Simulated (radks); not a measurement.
Results of a calculation; reference values are marked as such.
Polarisability of the nitrogen ion N5+, [He], at imaginary frequency. Code: a radial shooting solver on a logarithmic mesh with Libxc functionals. Model: scalar-relativistic Kohn-Sham, LB94 model potential, spin-unpolarised, spherical densities, finite nucleus; Fermi nuclear charge, rms radius 2.5582 fm. Response by self-consistent Sternheimer equations with the Hartree and adiabatic LDA kernel, the relativistic mass of each level held fixed and spin-orbit coupling left out.

| w (hartree) | alpha1(iw) (bohr^3) | alpha2(iw) (bohr^5) |
|---|---|---|
| 0.00266 | 0.004751 | 0.0003991 |
| 0.0143 | 0.004751 | 0.0003991 |
| 0.0360 | 0.004751 | 0.0003991 |
| 0.0697 | 0.004751 | 0.0003991 |
| 0.118 | 0.004751 | 0.0003991 |
| 0.186 | 0.004751 | 0.0003990 |
| 0.280 | 0.004750 | 0.0003990 |
| 0.413 | 0.004748 | 0.0003989 |
| 0.605 | 0.004745 | 0.0003988 |
| 0.892 | 0.004739 | 0.0003985 |
| 1.35 | 0.004723 | 0.0003977 |
| 2.12 | 0.004683 | 0.0003956 |
| 3.59 | 0.004560 | 0.0003893 |
| 6.94 | 0.004114 | 0.0003651 |
| 17.5 | 0.002459 | 0.0002552 |

Static values: alpha1 = 0.004751 bohr^3 (0.0007040 angstrom^3; uncoupled 0.004903), alpha2 = 0.0003991 bohr^5, alpha3 = 0.00008506 bohr^7. C6 = 0.0003103, C8 = 0.0001468, triple-dipole C9 = 1.098e-06 atomic units. One-pole (London) frequency 4 C6 / (3 alpha1^2) = 18.328 hartree, against 19.840 for minus the highest occupied eigenvalue.
